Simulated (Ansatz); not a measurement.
Species, as SMILES: [BH2] (BH2), doublet.
Atoms: B1, H2, H3. Bonds: B1-H2, B1-H3.

How fast the optimised B1-H2 bond length converges with the basis for several methods (Ansatz, a quantum-chemistry and plane-wave program): deviation from each method's own reference, in Å. References: CCSD(T) 1.1875 Å, the value in def2-QZVPP; HF 1.1825 Å, the value in pcseg-4; MP2 1.1810 Å, the value in pcseg-4; PBE 1.1960 Å, the value in pcseg-4; PBE0 1.1896 Å, the value in pcseg-4. Cartesian d functions, on some or all atoms, in 6-31G*, 6-31G**; all else is spherical. In correlated methods cores are frozen. Core-valence sets carry the plain set on hydrogen. Open shells are unrestricted. No added dispersion term, no relativity. The reference of a correlated method is not its basis-set limit, which lies further on.

```csv
basis,functions,CCSD(T),HF,MP2,PBE,PBE0
pcseg-0,13,(withheld),0.0007,0.0129,0.0081,0.0057
6-31G,13,(withheld),0.0016,0.0137,0.0084,0.0061
6-31G*,19,(withheld),0.0030,0.0077,0.0074,0.0057
cc-pVDZ,24,(withheld),0.0128,0.0207,0.0172,0.0153
6-31G**,25,(withheld),0.0026,0.0018,0.0058,0.0045
aug-cc-pVDZ,41,(withheld),0.0108,0.0180,0.0123,0.0116
def2-TZVPP,59,(withheld),0.0010,0.0026,0.0011,0.0010
cc-pCVTZ,71,(withheld),0.0011,0.0026,0.0011,0.0011
"6-311++G(3df,3pd)",75,(withheld),0.0004,0.0018,0.0007,0.0006
aug-pcseg-2,92,(withheld),0.0006,0.0012,0.0007,0.0006
aug-cc-pVTZ,92,(withheld),0.0011,0.0030,0.0007,0.0008
cc-pVQZ,115,(withheld),0.0003,0.0012,0.0000,0.0001
```

Task: What belongs in the gaps?

Result: 
- pcseg-0, CCSD(T): 0.0152
- 6-31G, CCSD(T): 0.0166
- 6-31G*, CCSD(T): 0.0078
- cc-pVDZ, CCSD(T): 0.0201
- 6-31G**, CCSD(T): -0.0015
- aug-cc-pVDZ, CCSD(T): 0.0177
- def2-TZVPP, CCSD(T): 0.0013
- cc-pCVTZ, CCSD(T): 0.0014
- 6-311++G(3df,3pd), CCSD(T): 0.0008
- aug-pcseg-2, CCSD(T): -0.0003
- aug-cc-pVTZ, CCSD(T): 0.0018
- cc-pVQZ, CCSD(T): 0.0001

Mean absolute deviation over def2-TZVPP, cc-pCVTZ, 6-311++G(3df,3pd), aug-pcseg-2, aug-cc-pVTZ: PBE0 0.0008, HF 0.0008, PBE 0.0009, CCSD(T) 0.0011, MP2 0.0023 Å.
